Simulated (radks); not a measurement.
Question: All-electron atom: Kr24+ in [Ne] 3s2. Method: Dirac Kohn-Sham, exchange-only PBE, spin-unpolarised, spherical densities, finite nucleus; Fermi nuclear charge, rms radius 4.1884 fm; computed with a radial shooting solver on a logarithmic mesh with Libxc functionals. Some entries of the table are withheld. Estimate them.

orbital,occ.,eigenvalue (hartree),<1/r> (bohr^-1)
1s1/2,2,(1),36.78
2s1/2,2,(2),8.363
2p1/2,2,-101.8866,8.314
2p3/2,4,-99.83954,8.029
3s1/2,2,-41.56547,(3)
3p1/2,0,(4),(5)
3p3/2,0,(6),(7)
4s1/2,0,(8),1.771

Answer: 
(1) 1s1/2 eigenvalue (hartree): -561.7432
(2) 2s1/2 eigenvalue (hartree): -108.0194
(3) 3s1/2 <1/r> (bohr^-1): 3.320
(4) 3p1/2 eigenvalue (hartree): -39.51997
(5) 3p1/2 <1/r> (bohr^-1): 3.264
(6) 3p3/2 eigenvalue (hartree): -39.03716
(7) 3p3/2 <1/r> (bohr^-1): 3.194
(8) 4s1/2 eigenvalue (hartree): -21.80896
